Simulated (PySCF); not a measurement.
**Bonding in `CC(C)[C@@H]1C[SiH2]O[Si@@H]1Cl`**

Species: C5H13ClOSi2.
Numbering: `[CH3:1][CH:2]([CH3:3])[C@@H:4]1[CH2:5][SiH2:6][O:7][Si@@H:8]1[Cl:9]` (hydrogens: H10, H11, H12 on C1; H13 on C2; H14, H15, H16 on C3; H17 on C4; H18, H19 on C5; H20, H21 on Si6; H22 on Si8)

Structure used (GFN2-xTB), in Å, numbered top down from 1:
```
atom  x, y, z in Å
C1    -2.1739   -0.8958   -0.0140
C2    -1.1922    0.2442   -0.2777
C3    -1.7234    1.5302    0.3560
C4     0.1996   -0.1189    0.2589
C5     1.2484    0.9928    0.0376
Si6    2.9803    0.1934    0.0831
O7     2.5484   -1.3472   -0.3017
Si8    0.9697   -1.7285   -0.4433
Cl9    0.5590   -2.0395   -2.3791
H10   -2.2314   -1.1069    1.0520
H11   -1.8655   -1.8023   -0.5290
H12   -3.1685   -0.6290   -0.3643
H13   -1.1218    0.3953   -1.3611
H14   -2.7286    1.7392   -0.0043
H15   -1.0940    2.3810    0.1098
H16   -1.7620    1.4306    1.4394
H17    0.0982   -0.2604    1.3419
H18    1.0860    1.4389   -0.9473
H19    1.1222    1.7936    0.7656
H20    3.8863    0.6303   -0.9692
H21    3.5659    0.1243    1.4171
H22    0.7870   -2.9459    0.3278
```

Bond orders from the PBE0/pcSseg-1 density (PySCF). Isolated species at its GFN2-xTB geometry (one conformer only).

Q: How far do the computed orders between heavy atoms stray from the drawn ones?

A: The largest departure is 0.149, at Si8–C4 (drawn single, 0.851). Drawn single, order below 0.88: Si8–C4 (0.851).

Q: Set the Mayer orders of the bonds between heavy atoms beside their lengths.

A: 
```tsv
bond	drawn as	length (Å)	Mayer order
C1–C2	single	1.527	1.038
C2–C3	single	1.529	1.029
C2–C4	single	1.535	0.978
C4–C5	single	1.544	1.005
C5–Si6	single	1.908	0.907
Si6–O7	single	1.646	0.906
O7–Si8	single	1.630	0.987
Si8–Cl9	single	2.003	0.995
Si8–C4	single	1.918	0.851
```

Bonds between the same two heavy elements. C–C: lowest C2–C4 (0.978, 1.535 Å), highest C1–C2 (1.038, 1.527 Å); in 1 of the 6 pairs the longer bond (by over 0.003 Å) has the higher order (by 0.02 or more). C–Si: lowest Si8–C4 (0.851, 1.918 Å), highest C5–Si6 (0.907, 1.908 Å). O–Si: lowest Si6–O7 (0.906, 1.646 Å), highest O7–Si8 (0.987, 1.630 Å).

Q: And the bonds to hydrogen?

A: C–H: 0.92 to 0.97 (10 bonds); H–Si: 0.92 to 0.94 (3 bonds).

Q: Sum the orders of all bonds at each heavy atom with more than one neighbour and set the sums beside the valence in the SMILES.

A: C1 3.917 (drawn 4), C2 3.981 (drawn 4), C3 3.924 (drawn 4), C4 3.757 (drawn 4), C5 3.795 (drawn 4), Si6 3.679 (drawn 4), O7 1.893 (drawn 2), Si8 3.757 (drawn 4). Orders between atoms that aren't bonded are not in these sums.

The Mayer order sums products of elements of PS (density times overlap matrix) between the two atoms' basis functions, so it depends on the basis set.
